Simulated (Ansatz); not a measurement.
Molecule: sum formula SnH₃Cl (charge 0, singlet). 
Geometry from a B3LYP-D3(BJ)/def2-TZVP (Ansatz, a first-principles code) optimisation:
```
Sn
H 1 1.7045
H 1 1.7045 2 112.69
H 1 1.7045 2 112.69 3 128.90
Cl 1 2.3564 2 106.02 3 -115.55
```

Property: vertical triplet-singlet gap (E(triplet) - E(singlet); each state is the SCF solution reached for its spin; the molecule has degenerate orbitals, so one determinant may break the symmetry), in eV. Cores are frozen in the correlated levels unless marked. UHF or UKS for open shells. No spin-orbit coupling. The frozen core is the preceding noble-gas configuration, with the filled d and f shells of earlier blocks. In def2 rows, elements after Kr have scalar-relativistic effective core potentials. Basis-set limits of correlation are two-point, X^-3; Hartree-Fock from the larger set.

```json
[
 {"level": "CAM-B3LYP/def2-TZVPD", "program": "Ansatz", "vertical triplet-singlet gap (eV)": "6.04"}
]
```

Task: Estimate the value at CCSD(T)/CBS(def2-TZVPPD,def2-QZVPPD) as computed with Ansatz.

Result: 6.43 eV
